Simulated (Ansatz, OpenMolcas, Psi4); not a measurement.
**How methods differ on AsF3 (arsenic trifluoride)**

AsF3: 4 atoms, total charge 0, spin state singlet. SMILES: `F[As](F)F`. The coordinates come from a PBE0-D4/def2-TZVP relaxation.

Quantity: the HOMO–LUMO gap, in eV. The values are calculated.

```tsv
level	kind	program	value (eV)	CPU time
HF/cc-pVDZ	Hartree–Fock	OpenMolcas	16.05	5.3 s
revPBE/cc-pVDZ	GGA	Ansatz	6.63	3.5 s
B3LYP/cc-pVDZ	global hybrid	Psi4	8.51	48 s
BHLYP/cc-pVDZ	global hybrid	OpenMolcas	11.34	14 s
M06-2X/cc-pVDZ	hybrid meta-GGA	Psi4	11.38	54 s
TPSSh/cc-pVDZ	hybrid meta-GGA	Psi4	7.74	51 s
wB97X-V/cc-pVDZ	range-separated hybrid	Psi4	13.61	2.4 min
DSD-PBEP86/cc-pVDZ (density fitting for correlation)	double hybrid	Psi4	13.42	41 s
```

All-electron rows without a relativistic Hamiltonian named are non-relativistic. The values span 6.63 to 16.05 eV. Orbital gaps aren't excitation energies, and those of double hybrids come from the SCF part alone; they tend to grow with the share of exact exchange. Times are those of the runs behind each value, whatever else they computed, on shared processors of several kinds: orders of magnitude only.
